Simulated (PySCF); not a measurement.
Compound: C₃H₉NOSi.
Numbering: `[CH2:1]=[CH:2][CH2:3][O:4][SiH2:5][NH2:6]` (hydrogens: H7, H8 on C1; H9 on C2; H10, H11 on C3; H12, H13 on Si5; H14, H15 on N6)

The calculation used core-valence-separated Tamm–Dancoff BHandHLYP/aug-pcX-1 (pcseg-1 on H, def2-SVPD on Si) in PySCF, non-relativistic, gas phase, PBE0-D3(BJ)/def2-SVP geometry. The energies are unshifted.

(1) Give energies, oscillator strengths and core holes at the C K edge.

(2) What does the N 1s absorption edge look like?

(3) Give energies, oscillator strengths and core holes at the O K edge.

Answers

(1) 
```json
{"E (eV)": "282.59", "f": "0.0588", "core hole on": "C1", "main final orbital": "LUMO+4 (33 %)", "polarisation": "normal to the local trigonal plane"}
{"E (eV)": "282.79", "f": "0.0639", "core hole on": "C2", "main final orbital": "LUMO+3 (38 %)", "polarisation": "normal to the local trigonal plane"}
{"E (eV)": "285.59", "f": "0.0100", "core hole on": "C1", "main final orbital": "LUMO+2 (62 %)", "polarisation": "in the local trigonal plane"}
{"E (eV)": "285.71", "f": "0.0188", "core hole on": "C2", "main final orbital": "LUMO+1 (56 %)", "polarisation": "in the local trigonal plane"}
{"E (eV)": "286.17", "f": "0.0153", "core hole on": "C1", "main final orbital": "spread", "polarisation": "in the local trigonal plane"}
{"E (eV)": "286.63", "f": "0.0031", "core hole on": "C1", "main final orbital": "LUMO (76 %)", "polarisation": "mixed"}
{"E (eV)": "286.87", "f": "0.0011", "core hole on": "C2", "main final orbital": "LUMO (45 %)", "polarisation": "in the local trigonal plane"}
{"E (eV)": "286.92", "f": "0.0063", "core hole on": "C1", "main final orbital": "LUMO+1 (31 %)", "polarisation": "mixed"}
{"E (eV)": "286.93", "f": "0.0007", "core hole on": "C2", "main final orbital": "LUMO+2 (43 %)", "polarisation": "–"}
{"E (eV)": "287.00", "f": "0.0267", "core hole on": "C3", "main final orbital": "LUMO (37 %)", "polarisation": "–"}
{"E (eV)": "287.21", "f": "0.0010", "core hole on": "C2", "main final orbital": "LUMO+4 (41 %)", "polarisation": "–"}
{"E (eV)": "287.23", "f": "0.0039", "core hole on": "C1", "main final orbital": "LUMO+5 (30 %)", "polarisation": "mixed"}
{"E (eV)": "287.27", "f": "0.0121", "core hole on": "C3", "main final orbital": "LUMO+3 (41 %)", "polarisation": "–"}
{"E (eV)": "287.51", "f": "0.0018", "core hole on": "C1", "main final orbital": "LUMO+7 (33 %)", "polarisation": "mixed"}
{"E (eV)": "287.67", "f": "0.0204", "core hole on": "C3", "main final orbital": "spread", "polarisation": "–"}
```

The first line with a tenth or more of the strongest one's intensity is at 282.59 eV (f = 0.059), with the hole on C1 (terminal =CH2 carbon), polarised normal to the local trigonal plane: a 1s→π* resonance. The strongest listed is at 282.79 eV (f = 0.064; C2, 1s→π*).

(2) 
```tsv
E (eV)	f	core hole on	main final orbital
398.98	0.0068	N6	LUMO (76 %)
400.00	0.0318	N6	LUMO+5 (32 %)
400.40	0.0218	N6	LUMO+6 (45 %)
401.29	0.0201	N6	spread
401.38	0.0025	N6	LUMO+3 (33 %)
401.56	0.0010	N6	spread
401.85	0.0008	N6	spread
```

The first line with a tenth or more of the strongest one's intensity is at 398.98 eV (f = 0.007), with the hole on N6 (silicon-bound nitrogen). The strongest listed is at 400.00 eV (f = 0.032; N6).

(3) 
```csv
E (eV),f,core hole on,main final orbital
533.21,0.0061,O4,spread
533.35,0.0074,O4,LUMO (52 %)
533.87,0.0056,O4,LUMO+1 (43 %)
534.19,0.0074,O4,spread
534.23,0.0066,O4,spread
534.61,0.0002,O4,LUMO+4 (46 %)
534.86,0.0275,O4,spread
```

The first line with a tenth or more of the strongest one's intensity is at 533.21 eV (f = 0.006), with the hole on O4 (silyl ether oxygen). The strongest listed is at 534.86 eV (f = 0.027; O4).

Roots within 0.03 eV whose holes lie on the same, on equivalent or on shared atoms are summed into one line, and the highest roots are left out, as the search may have cut off their partners. Final orbitals are the ground state's empty Kohn–Sham orbitals. A dash: too weak, shared between unlike atoms, or no plane or axis to refer to.

Problem. What length of transition dipole belongs to the line at 287.00 eV?

Solution. From f = (2/3) ΔE |μ|² in atomic units, with ΔE = 10.547 Eh and f = 0.0267: |μ| = 0.062 au = 0.16 D.

Only the lowest roots of each edge were sought.

On Arm Neoverse V1, one thread, shared host with 64 logical CPUs at a one-minute load of 21, this took 19 s of wall time and 0.90 GiB of memory at its peak.

Shape of the structure used: `[CH2:1]=[CH:2][CH2:3][O:4][SiH2:5][NH2:6]`: C1–C2–C3–O4 1°, C2–C3–O4–Si5 -156°, C3–O4–Si5–N6 53°, H–N6–Si5–O4 64°, H–N6–Si5–O4 -96°.

One conformer stands for the species.
